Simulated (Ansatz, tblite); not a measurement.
Cost and result up the ladder for Ge(vinyl)3(NHtBu) (C10H19GeN) (31 atoms). Total charge 0; singlet. Geometry: PBE-D4/def2-SVP.

```xyz
31

Ge   -0.949   -0.790    0.007
C    -2.681   -0.481   -0.851
C    -3.155   -1.188   -1.894
H    -3.312    0.317   -0.414
H    -2.569   -2.000   -2.361
H    -4.148   -0.987   -2.334
C     0.112   -2.045   -1.073
C     0.321   -1.904   -2.397
H     0.553   -2.918   -0.556
H    -0.093   -1.053   -2.966
H     0.922   -2.626   -2.978
C    -1.205   -1.541    1.796
C    -1.195   -0.775    2.902
H    -1.405   -2.625    1.886
H    -1.009    0.312    2.832
H    -1.371   -1.189    3.911
N    -0.256    0.926    0.214
C     1.167    1.301    0.308
C     1.795    1.466   -1.094
C     1.247    2.640    1.067
C     1.937    0.226    1.090
H    -0.769    1.597   -0.368
H     2.856    1.789   -1.033
H     1.755    0.511   -1.654
H     1.244    2.232   -1.680
H     0.671    3.427    0.536
H     2.295    2.994    1.159
H     0.818    2.534    2.084
H     1.930   -0.746    0.555
H     1.498    0.069    2.095
H     2.997    0.526    1.214
```

Ansatz on 4 threads of Intel Xeon on a shared host; xTB runs through tblite on one thread. Times are rough, summed over both states, and most runs start from the orbitals of an earlier one. PBE0-D4/def2-SVP serves as the yardstick here, not as an exact answer. The other state is a triplet.

The xTB rows come from tblite.

xTB has no spin-polarisation term.

```
           level  functions  wall time
        GFN2-xTB         72    0.075 s
        GFN1-xTB         91     0.13 s
 PBE-D4/def2-SVP        281       16 s
PBE0-D4/def2-SVP        281       31 s
```

**Question.** Estimate what each level gives for the vertical triplet (eV).

**Answer.** 
```tsv
level	vertical triplet (eV)	difference from PBE0-D4/def2-SVP (eV)
GFN2-xTB	3.93	-0.02
GFN1-xTB	3.89	-0.07
PBE-D4/def2-SVP	3.91	-0.04
PBE0-D4/def2-SVP	3.95	0.00
```
